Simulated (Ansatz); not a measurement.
`O[SiH]1BN1` and `[SiH3][SiH]1BN1` differ in one atom or group.

Ansatz, PBE0-D4/def2-TZVP geometries, multiplicity 1. Each molecule was computed in one conformer, which needn't be the lowest.

```json
{"property": "size of the dipole moment (PBE/def2-TZVPP) / D", "`O[SiH]1BN1`": "2.13"}
{"property": "LUMO energy (ωB97M-V/def2-TZVPP) / eV", "`O[SiH]1BN1`": "1.57"}
{"property": "HOMO energy (ωB97M-V/def2-TZVPP) / eV", "`O[SiH]1BN1`": "-9.06"}
{"property": "size of the dipole moment (ωB97M-V/def2-TZVPP) / D", "`O[SiH]1BN1`": "2.10"}
{"property": "LUMO energy (B3LYP/def2-TZVPP) / eV", "`O[SiH]1BN1`": "-0.55"}
{"property": "LUMO energy (PBE0/def2-TZVPP) / eV", "`O[SiH]1BN1`": "-0.34"}
```

(1) Give the same properties after the change, and the shifts. (An estimate is asked.)

## Answers

(1) The calculation gave: 
| property | `[SiH3][SiH]1BN1` | shift |
| --- | --- | --- |
| size of the dipole moment (PBE/def2-TZVPP) / D | 1.36 | -0.77 |
| LUMO energy (ωB97M-V/def2-TZVPP) / eV | 1.12 | -0.45 |
| HOMO energy (ωB97M-V/def2-TZVPP) / eV | -9.00 | 0.06 |
| size of the dipole moment (ωB97M-V/def2-TZVPP) / D | 1.26 | -0.84 |
| LUMO energy (B3LYP/def2-TZVPP) / eV | -0.83 | -0.28 |
| LUMO energy (PBE0/def2-TZVPP) / eV | -0.66 | -0.32 |

The zero-point energy changes by 27.4 kJ/mol with +6 modes. Dipoles are sizes alone; their direction can turn.

B3LYP here is the variant with VWN-RPA as its local correlation; programs differ in this.
